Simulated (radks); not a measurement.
Task: Coherent X-ray form factor from a spherical all-electron density. Method: Dirac Kohn-Sham, relativistic LDA (MacDonald-Vosko exchange, VWN5 correlation), spin-unpolarised, spherical densities, finite nucleus; Fermi nuclear charge, rms radius of each element as measured or else 0.836 A^(1/3) + 0.57 fm; computed with a radial shooting solver on a logarithmic mesh with Libxc functionals.

sin(theta)/lambda (1/angstrom),f0 (electrons)
0.05,32.867
0.1,32.476
0.15,31.846
0.2,31.011
0.25,30.011
0.3,28.889
0.4,26.453
0.5,23.997
0.6,21.707
0.8,17.826
1,14.714
1.25,11.567
1.5,9.178
2,6.449

The species is in the configuration that NIST lists as its ground one. Which atom or ion scatters so?

Result: The palladium ion Pd13+, [Ar] 3d10 4s2 4p(1/2: 2, 3/2: 1). Extrapolating in s^2 from the first two rows gives f0(0) = 33.0, near the electron count 33; among species with that count, the fall with angle is slower the higher Z, and the table is that of Z = 46; from so few rows the species is fixed only to a neighbour or two.
